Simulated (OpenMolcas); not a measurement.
# GaSiH7O: a line through the functionals

GaSiH7O: 10 atoms, total charge 0, spin state singlet. As SMILES, `[SiH3][OH+][GaH3-]`. The shape is that of a PBE0-D4/def2-TZVP optimisation.

The dipole moment y, in D, basis 6-31G(d); a is the functional's share of exact exchange. Programs: OpenMolcas 26.06.

| functional | program | a | y (D) |
| --- | --- | --- | --- |
| TPSS | OpenMolcas | 0 | 3.78 |
| revPBE | OpenMolcas | 0 | 3.76 |
| B3LYP | OpenMolcas | 0.2 | 3.81 |
| PBE0 | OpenMolcas | 0.25 | ? |
| BHLYP | OpenMolcas | 0.5 | 3.83 |

Q: Fit y = c + s·a to the known rows and predict PBE0.

A: 
1. Means of the 4 rows: a = 0.1750, y = 3.795.
2. Σ(Δa)² = 0.1675, Σ(Δa·Δy) = 0.0205, so the slope is 0.0205/0.1675 = 0.12239.
3. Intercept: 3.795 − (0.12239) × 0.1750 = 3.774. The largest residual of the fit is 0.014.
4. PBE0: 3.774 + (0.12239) × 0.25 = 3.80 D.

The run gave 3.79 D, so the prediction is off by +0.01 D, at the rounding of the table. More exact exchange makes the molecule more polar here. The rows mix families of semi-local functionals, which the line can't see.
